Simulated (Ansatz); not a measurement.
A made-up structure of AlBH₃Se (charge -1), closed shell:

B1  (0.869, -1.540, 0.127)
Al2  (0.348, 0.522, 0.994)
Se3  (-0.480, -0.050, -0.817)
H4  (-1.908, -0.539, -0.856)
H5  (0.100, 0.493, -2.101)
H6  (0.902, 1.125, 2.389)
(Å)

It is relaxed with PBE-D4/def2-SVPD and then PBE0-D4/def2-TZVPD (Ansatz 0.2.0). Atoms count as bonded within 1.22 times the sum of their covalent radii (H–H: 0.88 Å). The end point is not checked to be a true minimum.

Does its bonding change? (Judge from chemistry; the calculation decides.)

The calculation gives: Yes. Formed: none; broken: Al2–Se3.

Where it ends: The first stage lowers the energy by 3.38 eV in 18 steps. It ends as AlBH₃Se ([AlH][B][SeH2]), total charge -1:
```xyz
6
angstrom
B 0.3338 -0.3399 0.2380
Al 0.6765 0.8114 1.7655
Se -0.8220 0.1483 -1.2086
H -1.7824 -1.0133 -1.5763
H -0.1779 -0.1933 -2.5763
H 1.6023 0.5975 3.0930
```

Labels in which every atom is bracketed show which atoms are joined, not bond orders.

For scale, one of the runs: PBE0-D4/def2-TZVPD relaxation, 164 basis functions, launched by `ansatz run in.yaml --threads 2 --pin off --events-out ev --progress --plain --max-ram 4352MiB`. The run took about 35 s on 2 CPU threads of an Arm Neoverse V2 (shared host).
